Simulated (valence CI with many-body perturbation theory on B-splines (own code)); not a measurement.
## Cs48+: calculated level list

Level of theory: configuration interaction combined with many-body perturbation theory (CI+MBPT): five valence electrons over a frozen Dirac-Fock core [He], a basis of 11 s, 11 p, 10 d, 8 f, 5 g, 2 h functions for each j, with the one-electron correlation potential Σ1 (screened to all orders), the two-electron term Σ2, the three-electron term Σ3, Breit, model QED; selected single and double excitations, second order for the rest, scaled by the run's own slope (own B-spline code, finite nucleus).

The last digits are not significant, and no measured levels were compared; by estimate large intervals hold to a few tenths of a per cent, small ones and those within an open d or f shell to about a per cent. Among the levels kept, up to 7300 cm⁻¹ of a level comes from second order outside the variational space, and about a tenth of that is noise between levels of different J, which matters for small intervals.

Levels 181 to 199 of 199, with energies above the lowest level, (2s^2 2p1/2^2 2p3/2) J=3/2. "Leading %" is the weight of the configuration and term that name the level; weights of strongly mixed levels are sums over their largest components and can fall short. In the jj column 3d3/2^4 stands for four electrons in 3d with j = 3/2. Lifetimes count E1, E2, E3, M1 and M2 decay at the calculated energies, and are blank where another channel may lead or the interval is too uncertain; long ones can be off by a factor of two.

```tsv
No.	Configuration	Term	J	E (eV)	Leading %	g	Leading jj	Lifetime
181	2s.2p3.3d	2F°	7/2	6036.4	54	1.180	2s 2p1/2 2p3/2^2 3d5/2 (98 %)	30.5 fs
182	2p4.3p	4P°	3/2	6038.5	25	1.381	2p1/2^2 2p3/2^2 3p1/2 (76 %)	7.96 fs
183	2s.2p3.3d	2F°	7/2	6039.8	47	1.190	2s 2p1/2 2p3/2^2 3d5/2 (96 %)	2.32 fs
184	2s.2p3.3d	2D°	3/2	6041.1	32	1.098	2s 2p1/2 2p3/2^2 3d5/2 (73 %)	2.38 fs
185	2p4.3p	2D°	5/2	6042.7	24	1.182	2p1/2^2 2p3/2^2 3p1/2 (82 %)	29.2 fs
186	2s.2p3.3d	2D°	5/2	6044.2	40	1.107	2s 2p1/2 2p3/2^2 3d5/2 (96 %)	5.80 fs
187	2s.2p3.3d	2D°	3/2	6046.4	41	1.124	2s 2p1/2 2p3/2^2 3d5/2 (96 %)	12.3 fs
188	2s.2p3.3d	2S°	1/2	6047.0	50	1.386	2s 2p1/2 2p3/2^2 3d5/2 (92 %)	1.84 fs
189	2s.2p3.3d	2D°	3/2	6054.2	40	1.178	2s 2p1/2 2p3/2^2 3d5/2 (90 %)	1.25 fs
190	2s.2p3.3d	2F°	5/2	6057.8	40	1.055	2s 2p1/2 2p3/2^2 3d5/2 (92 %)	1.41 fs
191	2p4.3p	2P°	1/2	6083.9	67	0.659	2p1/2^2 2p3/2^2 3p1/2 (91 %)	18.2 fs
192	2s.2p3.3s	4P°	5/2	6088.6	50	1.518	2s 2p3/2^3 3s (96 %)	278 fs
193	2s.2p3.3s	2P°	3/2	6103.9	41	1.326	2s 2p3/2^3 3s (98 %)	21.2 fs
194	2p4.3p	2D°	5/2	6141.6	48	1.326	2p1/2^2 2p3/2^2 3p3/2 (97 %)	9.06 fs
195	2p4.3p	4D°	7/2	6141.8	68	1.329	2p1/2^2 2p3/2^2 3p3/2 (98 %)	9.69 fs
196	2p4.3p	2P°	1/2	6142.5	43	1.269	2p1/2^2 2p3/2^2 3p3/2 (89 %)	8.25 fs
197	2s.2p3.3s	2P°	1/2	6152.9	45	0.977	2s 2p3/2^3 3s (90 %)	14.5 fs
198	2s.2p3.3s	2P°	3/2	6154.5	45	1.426	2s 2p3/2^3 3s (97 %)	127 fs
199	2s.2p3.3p	4P	3/2	6170.0	33	1.588	2s 2p3/2^3 3p1/2 (97 %)	28.1 fs
```

Where two levels of one J and parity lie close, their mixing, g and order are uncertain.
